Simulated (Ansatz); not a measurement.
C$_{5}$H$_{6}$AgNO, SMILES `[OH][Ag-][n+]1ccccc1` from Hartree–Fock to CCSD(T)

| atom | x (Å) | y (Å) | z (Å) |
| --- | --- | --- | --- |
| O1 | -0.1054 | 4.1620 | -1.8826 |
| Ag2 | -0.0820 | 2.3373 | -1.1214 |
| N3 | -0.0057 | 0.4518 | -0.1871 |
| C4 | -0.3059 | -0.6653 | -0.8554 |
| C5 | -0.2646 | -1.9180 | -0.2727 |
| C6 | 0.1028 | -2.0248 | 1.0580 |
| C7 | 0.4147 | -0.8694 | 1.7543 |
| C8 | 0.3480 | 0.3448 | 1.0971 |
| H9 | -0.4333 | 4.1343 | -2.7841 |
| H10 | -0.5878 | -0.5412 | -1.8935 |
| H11 | -0.5179 | -2.7906 | -0.8608 |
| H12 | 0.1454 | -2.9922 | 1.5443 |
| H13 | 0.7075 | -0.8988 | 2.7959 |
| H14 | 0.5842 | 1.2701 | 1.6080 |

The species carries charge 0 and has multiplicity 1. Correlated methods include outer-core shells of Ag, which these sets cover unevenly. Ag: def2 effective core potential. Geometry: relaxed with PBE0-D4/def2-TZVP. It is one conformer, not always the lowest. Frozen core, restricted reference, Ansatz.

```
     basis     HF (Eh)  MP2 corr.  CCSD corr.       (T)  CCSD(T) total
  def2-SVP  -467.96973   -1.36693           ?  -0.05390              ?
def2-TZVPP           ?   -1.93679           ?  -0.08644              ?
def2-QZVPP           ?   -2.10470           –         –              –
```

Q: Fill in the withheld values. (Best estimate.)

A: Computed: def2-SVP CCSD corr.: -1.38458; def2-SVP CCSD(T) total: -469.40821; def2-TZVPP HF (Eh): -468.37521; def2-TZVPP CCSD corr.: -1.91157; def2-TZVPP CCSD(T) total: -470.37322; def2-QZVPP HF (Eh): -468.39225.
